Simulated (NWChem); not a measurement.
Species: C3H8Te; SMILES CC(C)[TeH]

```xyz
12

Te     0.0180     0.8473     0.0226
H     -1.4652     1.1030    -0.6918
C     -0.0067    -1.3062    -0.4047
C     -1.2348    -1.9810     0.1756
C      1.2944    -1.8967     0.1128
H     -0.0248    -1.3619    -1.5034
H     -1.2243    -3.0569    -0.0752
H     -1.2617    -1.8893     1.2726
H     -2.1684    -1.5560    -0.2212
H      2.1771    -1.4214    -0.3414
H      1.3370    -2.9733    -0.1241
H      1.3760    -1.7983     1.2075
```
Atoms are numbered in this order, from 1.

Results from NWChem. Medium grid unless said otherwise, to which SCAN and Minnesota functionals are sensitive. Geometry: optimised at PBE0/def2-SVP. No frequency run checked for a minimum. def2 effective core potentials on Te; no spin-orbit coupling. Hybrids' shares of exact exchange are those that their runs print; pure functionals count as 0. The functionals differ in more than this share.

| row | share of exact exchange | highest occupied level (eV) |
|---|---|---|
| PBE/def2-SVP | 0.00 | -4.82 |
| SCAN/def2-SVP | 0.00 | -5.09 |
| B3LYP/def2-SVP | 0.20 | withheld |
| r2SCAN0/def2-SVP | 0.25 | -6.06 |
| BHandHLYP/def2-SVP | 0.50 | -6.78 |

### Question
Fit a straight line of the last column on the one before it, predict the withheld value, and compare with the run.

### Answer

1. Means of the 4 shown rows: x = 0.188, y = -5.688. Slope Σ(x − x̄)(y − ȳ)/Σ(x − x̄)² = -0.6394/0.1719 = -3.720; intercept -4.990.
2. The shown rows scatter about the line by 0.126 (root mean square); the largest residual is +0.17, at PBE/def2-SVP.
3. At x = 0.20 (B3LYP/def2-SVP; inside the shown range) the line gives -5.73.
4. The run gives -5.65, +0.08 from the line, 0.6 times the scatter.
